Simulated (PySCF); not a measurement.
Continuum solvent and chemical shifts

Molfile (atoms numbered from 1):
```
C4H7N3O2Si
     RDKit          3D

 17 17  0  0  0  0  0  0  0  0999 V2000
    3.2732    1.2262   -0.0773 C   0  0  0  0  0  0  0  0  0  0  0  0
    1.9038    0.9109    0.0995 O   0  0  0  0  0  0  0  0  0  0  0  0
    1.5542   -0.3292   -0.2300 C   0  0  0  0  0  0  0  0  0  0  0  0
    2.3183   -1.1619   -0.6493 O   0  0  0  0  0  0  0  0  0  0  0  0
    0.1152   -0.5896   -0.0302 C   0  0  0  0  0  0  0  0  0  0  0  0
   -0.5697   -1.7960   -0.2943 C   0  0  0  0  0  0  0  0  0  0  0  0
   -1.8414   -1.6250    0.0174 N   0  0  0  0  0  0  0  0  0  0  0  0
   -1.9060   -0.3667    0.4499 N   0  0  0  0  0  0  0  0  0  0  0  0
   -3.4209    0.4191    1.0258 Si  0  0  0  0  0  4  0  0  0  0  0  0
   -0.7629    0.2902    0.4383 N   0  0  0  0  0  0  0  0  0  0  0  0
    3.3903    2.2693    0.2373 H   0  0  0  0  0  0  0  0  0  0  0  0
    3.9092    0.5688    0.5340 H   0  0  0  0  0  0  0  0  0  0  0  0
    3.5689    1.1095   -1.1305 H   0  0  0  0  0  0  0  0  0  0  0  0
   -0.1840   -2.7346   -0.6849 H   0  0  0  0  0  0  0  0  0  0  0  0
   -3.6777    1.5988    0.1597 H   0  0  0  0  0  0  0  0  0  0  0  0
   -3.2081    0.8336    2.4368 H   0  0  0  0  0  0  0  0  0  0  0  0
   -4.4793   -0.6112    0.8987 H   0  0  0  0  0  0  0  0  0  0  0  0
  1  2  1  0
  2  3  1  0
  3  4  2  0
  3  5  1  0
  5  6  1  0
  6  7  2  0
  7  8  1  0
  8  9  1  0
  8 10  1  0
 10  5  2  0
  1 11  1  0
  1 12  1  0
  1 13  1  0
  6 14  1  0
  9 15  1  0
  9 16  1  0
  9 17  1  0
M  END
```

GIAO PBE0/pcSseg-1 in PySCF on one PBE0-D3(BJ)/def2-SVP conformer, non-relativistic, equivalent nuclei averaged. Solvents enter as an IEF-PCM continuum (chloroform with ε = 4.7) around the gas-phase geometry. Shifts are referred to TMS computed in the same medium.

Gas phase, δ in ppm: C3 166.0, C5 148.0, C6 144.9, C1 52.1, Si9 -37.8, H14 8.28, H15/H16/H17 5.21, H11/H12/H13 3.88. Dipole moment 2.28 D.

**Question.** How does each δ change in the continuum?

**Answer.** 
```
      atoms                                          environment  Δδ, chloroform
         C3                                ester carbonyl carbon            +1.8
         C5  substituted aromatic carbon next to a ring nitrogen            +0.7
         C6                  aromatic CH next to a ring nitrogen            +1.4
         C1                            methyl carbon bonded to O            +1.1
        Si9                             silicon bonded to N, 3 H            +1.9
        H14   hydrogen on an aromatic CH next to a ring nitrogen           +0.16
H15/H16/H17                    hydrogen on a silicon bonded to N           +0.04
H11/H12/H13              hydrogen on a methyl carbon bonded to O           +0.12
```

Changes are relative to the gas phase. The dipole moment becomes 2.62 D in chloroform.

**Question.** Which of the listed nuclei move most (in ppm), and what does the model miss? (N and O are left out, as their reference compounds move with the solvent too.)

**Answer.** C3 (ester carbonyl carbon, +1.8 ppm) and Si9 (silicon bonded to N, 3 H, +1.9 ppm) in chloroform. A continuum only polarises the solute; specific hydrogen bonds, the anisotropy of aromatic solvents and changes of geometry or conformer are outside it.
